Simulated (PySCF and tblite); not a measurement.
Values are calculated unless marked as measured or tabulated.
**C9H8O4, numbered as in [CH2:1]=[CH:2][c:3]1[cH:4][c:5](=[O:6])[c:7]([C:8](=[O:9])[O:10][CH3:11])[cH:12][o:13]1: conformational analysis**

Conformers came from 150 starts (ETKDG, MMFF94s, GFN2-xTB); geometries are GFN2-xTB. Free energies are PBE0-D3(BJ)/6-31G* single points with GFN2-xTB rigid-rotor and vibrational terms (modes under about 100 cm⁻¹ blended into free rotors). Symmetry numbers and mirror images are counted. Conformers within 2.5 kcal/mol (GFN2-xTB free energy) were kept, 4 at most. GIAO shieldings: PBE0/6-31G*. Shifts are against TMS (¹H), TMS (¹³C) at the same level; of two unlike H on one atom, a is the less shielded. (PySCF 2.14, tblite 0.8.)

Torsions listed: C1–C2–C3–O13, C5–C7–C8–O10, O9–C8–O10–C11. Of a mirror pair one member is shown.

| conformer | shape | symmetry | E(GFN2) kcal/mol | E(DFT) kcal/mol | G(298.15 K) kcal/mol | weight % | dipole D |
| --- | --- | --- | --- | --- | --- | --- | --- |
| 1 | 1°, 17°, 2° | C1 (pair) | 0.00 | 0.00 | 0.00 | 93.0 | 3.26 |
| 2 | 180°, 15°, 2° | C1 (pair) | 0.55 | 2.05 | 1.85 | 4.1 | 3.25 |
| 3 | 0°, 140°, 1° | C1 (pair) | 2.27 | 2.15 | 2.04 | 3.0 | 5.51 |

Weights (%) against temperature:

```
 T (K)     1    2    3  S(mix) cal/mol/K
   250  96.2  2.2  1.6              1.75
298.15  93.0  4.1  3.0              1.98
   350  88.9  6.4  4.8              2.22
```

Averaged shifts at 298.15 K. ¹H: 8.46 (H12, 1H), 6.45 (H2, 1H), 6.29 (H1a, 1H), 5.94 (H4, 1H), 5.68 (H1b, 1H), 3.96 (H11, 3H) ppm. ¹³C: 162.7 (C5), 157.4 (C8), 154.9 (C12), 153.0 (C3), 125.8 (C2), 119.6 (C7), 119.1 (C4), 118.3 (C1), 50.9 (C11) ppm.

Coordinates of conformer 1 (Å):

```xyz
21

C     4.302    0.646    0.399
C     3.489   -0.387    0.209
C     2.043   -0.274    0.091
C     1.225   -1.337   -0.083
C    -0.227   -1.217   -0.201
O    -0.956   -2.170   -0.385
C    -0.667    0.188   -0.086
C    -2.094    0.601   -0.166
O    -2.435    1.746   -0.355
O    -2.933   -0.408    0.006
C    -4.315   -0.099   -0.076
C     0.248    1.169    0.076
O     1.560    0.994    0.169
H     3.925    1.652    0.478
H     5.366    0.516    0.481
H     3.871   -1.394    0.132
H     1.637   -2.332   -0.142
H    -4.582    0.651    0.671
H    -4.558    0.291   -1.067
H    -4.843   -1.031    0.108
H    -0.046    2.209    0.149
```

Coordinates of conformer 2 (Å):

```xyz
21

C    -4.399    0.220    0.255
C    -3.445   -0.667    0.000
C    -2.014   -0.397   -0.031
C    -1.410    0.792    0.190
C     0.040    0.975    0.134
O     0.573    2.053    0.304
C     0.739   -0.289   -0.166
C     2.220   -0.394   -0.277
O     2.772   -1.351   -0.767
O     2.852    0.654    0.227
C     4.268    0.637    0.141
C     0.027   -1.418   -0.378
O    -1.294   -1.515   -0.322
H    -4.188    1.252    0.469
H    -5.436   -0.068    0.256
H    -3.693   -1.698   -0.211
H    -1.995    1.667    0.418
H     4.665   -0.277    0.590
H     4.614    1.515    0.681
H     4.583    0.680   -0.903
H     0.513   -2.357   -0.611
```

Shifts are unscaled: against experiment ¹³C can be off by 15 ppm or more and ¹H by 0.8 ppm.

Search and properties took 110 s on 1 thread of Intel Xeon 6975P-C, on a host shared with other jobs (rough), launched as `OMP_NUM_THREADS=1 python ens_run.py task.json out`.


Conformer gaps in 6-31G* on xTB geometries can be 2 kcal/mol off for S=O, P=O and other polar bonds.